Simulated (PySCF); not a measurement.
H₇Si₃, SMILES [SiH2][SiH2][SiH3], multiplicity 2.

Geometry optimised at ωB97X-D3(BJ)/def2-SVP. The isomer is the one that the SMILES or the coordinates give; other isomers of the formula were not compared.

Level of theory: ωB97X-D3(BJ)/def2-SVP (PySCF).

Frequencies are harmonic and unscaled.

Computed harmonic wavenumbers and intensities:
| mode | ν (cm⁻¹) | IR (km/mol) | moving atoms (share of kinetic energy) |
|---|---|---|---|
| 1 | 82 | 0.0 | H 94 % |
| 2 | 93 | 0.9 | Si 54 %, H 46 % |
| 3 | 112 | 0.4 | H 69 %, Si 31 % |
| 4 | 335 | 19.2 | H 95 % |
| 5 | 414 | 1.3 | Si 79 %, H 21 % |
| 6 | 432 | 2.4 | H 91 %, Si 9 % |
| 7 | 444 | 15.6 | H 81 %, Si 19 % |
| 8 | 485 | 4.3 | Si 74 %, H 26 % |
| 9 | 566 | 17.9 | H 78 %, Si 22 % |
| 10 | 589 | 8.0 | H 78 %, Si 22 % |
| 11 | 695 | 17.8 | H 93 % |
| 12 | 725 | 214.6 | H 85 %, Si 15 % |
| 13 | 893 | 255.7 | H 91 %, Si 9 % |
| 14 | 915 | 135.5 | H 96 % |
| 15 | 940 | 16.1 | H 95 % |
| 16 | 953 | 42.2 | H 98 % |
| 17 | 957 | 58.4 | H 97 % |
| 18 | 2212 | 82.4 | H 97 % |
| 19 | 2230 | 100.3 | H 98 % |
| 20 | 2236 | 27.2 | H 97 % |
| 21 | 2244 | 41.9 | H 99 % |
| 22 | 2248 | 101.2 | H 96 % |
| 23 | 2252 | 158.4 | H 96 % |
| 24 | 2254 | 110.4 | H 96 % |
